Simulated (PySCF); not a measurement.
Stepwise substitution at one centre (Al Br-OH). Gas-phase values, no solvent. One relaxed conformer stands for each flexible species; it need not be the lowest. Strings in code marks are SMILES.

The LUMO from two functionals at the same geometries (PBE0-D4/def2-TZVP), both in PySCF: PBE-D3(BJ)/def2-TZVP and B3LYP-D3(BJ)/def2-TZVP. B3LYP has the VWN-RPA correlation part, as in Gaussian. 

```json
[
 {"species": "0 of 3 Br replaced by OH (`[Br][Al]([Br])[Br]`)", "PBE-D3(BJ)/def2-TZVP (eV)": "-2.37", "B3LYP-D3(BJ)/def2-TZVP (eV)": "-1.79"},
 {"species": "1 of 3 Br replaced by OH", "PBE-D3(BJ)/def2-TZVP (eV)": "-1.92", "B3LYP-D3(BJ)/def2-TZVP (eV)": "-1.35"},
 {"species": "2 of 3 Br replaced by OH", "PBE-D3(BJ)/def2-TZVP (eV)": "-1.63", "B3LYP-D3(BJ)/def2-TZVP (eV)": "-1.10"},
 {"species": "3 of 3 Br replaced by OH", "PBE-D3(BJ)/def2-TZVP (eV)": "-1.29", "B3LYP-D3(BJ)/def2-TZVP (eV)": "-0.78"}
]
```

Over these rows, drawn at random from the members with no instability flagged (it was tested for open shells, ions and some series alone), PBE minus B3LYP-D3(BJ): mean -0.55 eV, from -0.57 eV to -0.51 eV.
